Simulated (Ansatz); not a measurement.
H2ClNSi, SMILES `N[Si]Cl` (lower singlet) (charge 0, multiplicity 1). This singlet lies 2.47 eV below the relaxed triplet at the level frozen-core CCSD(T)/cc-pVTZ // PBE0-D3(BJ)/def2-TZVP (Ansatz, a program for electronic structure).

Calculation: Ansatz with B3LYP/cc-pVTZ // PBE0-D3(BJ)/def2-TZVP.

Ansatz 0.2 input:
```yaml
crystal:
  periodic: [false, false, false]
  atoms:
    - { symbol: N, position_ang: [-0.658343, 0.017655, 0.000729] }
    - { symbol: Si, position_ang: [0.6494, -1.069294, 0.013783] }
    - { symbol: Cl, position_ang: [2.211389, 0.34074, -0.008049] }
    - { symbol: H, position_ang: [-0.591259, 1.024973, -0.013212] }
    - { symbol: H, position_ang: [-1.611186, -0.314075, 0.006748] }
basis:
  gaussian: { orbitals: cc-pVTZ }
hamiltonian:
  xc: b3lyp
```

Output:

```
Functional definition: B3LYP
867 factors; their error is unknown
mean field evaluation 1: about -21919.2152 eV, gradient 6.4e1 eV
mean field evaluation 2: about -21892.4587 eV, gradient 1.1e2 eV
mean field evaluation 4: about -21926.6594 eV, gradient 6.5e0 eV
mean field evaluation 8: about -21926.8409 eV, gradient 2.5e-1 eV
mean field evaluation 16: about -21926.8409 eV, gradient 1.6e-5 eV
mean field -21926.84093169 eV, -805.7965416932 hartree, gradient 1.6e-5 eV, S^2 0.000000; 0 other end points of the search recorded, 0 dependent functions left out
reference -21926.84114155 eV, -805.7965494053 hartree; 20, 20 occupied and 106, 106 virtual orbitals, 867 factors
Total energy: -21926.84114155 eV, -805.7965494053 hartree
```
